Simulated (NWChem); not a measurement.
Species: GaCl$_{2}$ cation; SMILES [Cl][Ga+][Cl]

```xyz
3

Ga     0.0000     0.0000     0.0000
Cl     0.0000     0.0000     2.0410
Cl     0.0000     0.0000    -2.0410
```
Atoms are numbered in this order, from 1.

Program: NWChem. Pople sets run with spherical d functions. Medium grid unless said otherwise, to which SCAN and Minnesota functionals are sensitive. The geometry was optimised at PBE0/def2-SVP.

For level M06-L/6-31G*:

highest occupied level (eV): -14.81
orbital gap (eV): 4.68

Q: How do the values read with level PBE0/6-31G* instead?

A: 
- highest occupied level (eV): -15.88
- orbital gap (eV): 6.57
